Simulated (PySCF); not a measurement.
## Working out the ionisation energy of Cr

Cr [Ar] 3d5 4s1 (7S) → Cr⁺ [Ar] 3d5 (6S). Computed with PySCF 2.14 in aug-cc-pwCVTZ-DK with one added diffuse shell each of s, p, d, f, g type (11s10p8d5f4g, 152 functions), with scalar relativity by spin-free X2C-1e. Frozen: nothing. Energies in hartree (1 hartree = 27.21139 eV):

```json
{"part": "UHF", "Cr (lower)": "-1049.655172", "Cr⁺ (upper)": "-1049.434534"}
{"part": "MP2 opposite-spin", "Cr (lower)": "-0.452861", "Cr⁺ (upper)": "-0.446451"}
{"part": "MP2 same-spin", "Cr (lower)": "-0.273967", "Cr⁺ (upper)": "-0.252253"}
```

Q: What does Hartree-Fock give?

A: (-1049.434534) − (-1049.655172) = 0.220638 hartree = 6.004 eV.

Q: What do MP2 and SCS-MP2 (6/5 opposite-spin, 1/3 same-spin) give?

A: The opposite-spin parts differ by 0.174 eV and the same-spin parts by 0.591 eV. MP2: 6.004 + (0.174) + (0.591) = 6.769 eV. SCS-MP2: 6.004 + 1.2 × (0.174) + (0.591)/3 = 6.410 eV.

Measured between the centres of the two terms (NIST): 6.767 eV, so MP2 (all electrons) is off by 0.002 eV.

What remains against the reference includes basis incompleteness and correlation beyond second order.
